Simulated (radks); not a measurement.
The numbers below are computed, except where a source is named.
Charge is removed step by step from the 5s1/2 level of the promethium ion Pm+, starting from [Xe] 4f5 6s1. Level of theory: Dirac Kohn-Sham, BLYP, spin-unpolarised, spherical densities, finite nucleus; open shells fill j = l - 1/2 first; Fermi nuclear charge, rms radius 4.962 fm (a radial shooting solver on a logarithmic mesh with Libxc functionals).

\begin{tabular}{lrrr}
removed (e) & E - E(0) (eV) & eigenvalue (eV) & E minus straight line (eV) \\ \hline
0 & 0.000 & -47.596 & 0.000 \\
0.1 & 4.818 & -48.770 & -0.550 \\
0.2 & 9.755 & -49.961 & -0.981 \\
0.3 & 14.811 & -51.167 & -1.293 \\
0.4 & 19.988 & -52.389 & -1.483 \\
0.5 & 25.289 & -53.624 & -1.550 \\
0.6 & 30.714 & -54.873 & -1.493 \\
0.7 & 36.264 & -56.133 & -1.311 \\
0.8 & 41.941 & -57.404 & -1.002 \\
0.9 & 47.745 & -58.687 & -0.565 \\
1 & 53.678 & -59.980 & 0.000 \\
\end{tabular}

Removing the whole electron costs 53.678 eV by Delta-SCF, against 47.596 eV from minus the eigenvalue at the starting occupation. Slater's transition state (half an electron removed) gives 53.624 eV. Integrating minus the eigenvalue over the occupation (Janak's theorem) gives 53.678 eV. The mean slope of the eigenvalue, de/dn, is 12.4 eV per electron.
